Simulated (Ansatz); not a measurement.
`[CH3][GeH2][Se]C` → `C[Se][GeH3]` + `[CH2]` (triplet)  (formal loss of a carbene)

Calculated with Ansatz (gas phase, PBE0-D4/def2-TZVP geometries, no zero-point term in ΔE). CCSD(T)/CBS adds triple-zeta CCSD(T) − MP2 to the extrapolated MP2 energy (def2 sets, frozen cores). This one scheme is used for every species. Functionals use def2-TZVPP. B3LYP here is the variant with VWN-RPA as its local correlation; programs differ in this. Triplets are unrestricted, without spin–orbit coupling. For Ge, Se outer-core shells are correlated without core-valence functions, which leaves a few kJ/mol of doubt a bond. Scalar relativity is left out up to krypton. One conformer a species, not always the lowest.

```json
{"level": "B3LYP", "ΔE (kcal/mol)": "107.5"}
{"level": "r2SCANh", "ΔE (kcal/mol)": "105.8"}
```

(1) What does CCSD(T)/CBS give? (An estimate is asked.)

Largest T1 diagnostic among the species: 0.011.

## Answers

(1) Computed: +112.8 kcal/mol. The listed levels differ from it by -5.3, -7.0 kcal/mol.

From PBE to PBE0 (25 % exact exchange), in def2-TZVPP and without D4, ΔE moves by −1.8 kcal/mol. In def2-TZVPP, CCSD(T) changes the Hartree–Fock value by +34.2 kcal/mol (the triples alone add +2.8 kcal/mol) and MP2 by +38.2 kcal/mol. Leaving LDA and LC-ωPBE aside and taking each functional with its dispersion term where it has one, the values, not all of them listed here, spread over 8.4 kcal/mol, from r2SCAN0-D4 to ωB97X-V. LDA lies +16.4 kcal/mol from PBE without D4.
